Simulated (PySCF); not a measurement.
C₈H₁₉N.
Numbering: `[CH3:1][CH2:2][N:3]([CH2:4][CH3:5])[C:6]([CH3:7])([CH3:8])[CH3:9]` (hydrogens: H10, H11, H12 on C1; H13, H14 on C2; H15, H16 on C4; H17, H18, H19 on C5; H20, H21, H22 on C7; H23, H24, H25 on C8; H26, H27, H28 on C9)

Structure optimised with GFN2-xTB, isolated species.

Q: Give the optimised bond lengths and angles.

A: 
| bond | length (Å) |
| --- | --- |
| C1–C2, C4–C5 | 1.529 |
| C2–N3, N3–C4 | 1.454 |
| N3–C6 | 1.466 |
| C6–C7, C6–C8, C6–C9 | 1.538 |
| C1–H10 and 5 like bonds | 1.087 |
| C2–H13, C2–H14, C4–H15 | 1.093 |
| C4–H16 | 1.105 |
| C7–H20 and 8 like bonds | 1.087 |

Bonds in one row agree within 0.01 Å and their mean is given. A selection of angles:
| angle | degrees |
| --- | --- |
| C1–C2–N3 | 112.0 |
| C2–N3–C4 | 112.0 |
| C2–N3–C6 | 116.6 |
| C4–N3–C6 | 116.3 |
| N3–C6–C7 | 109.3 |
| N3–C6–C9 | 112.9 |
| C7–C6–C8 | 106.4 |
| C7–C6–C9 | 109.2 |

Torsions: C1–C2–N3–C4 -114° (anticlinal); C2–N3–C4–C5 74° (synclinal); C2–N3–C6–C7 -168° (antiperiplanar). The mirror-image conformer, all signs reversed, is as good.

N3 (tertiary amine nitrogen) is pyramidal (angles 116.6°, 116.3° and 112.0°, sum 345.0°, 0.33 Å off the plane of its three neighbours). Of the pairs four or more bonds apart, C7···H15 is among the closest relative to their van der Waals radii: 2.43 Å, 84 % of the sum of Bondi's values.

Point group: C1 (no symmetry element, even within 0.4 Å). No GFN2-xTB frequencies stand behind this structure, so it isn't proved a minimum. One conformer, not necessarily the lowest.

The numbers are calculated, not measured.
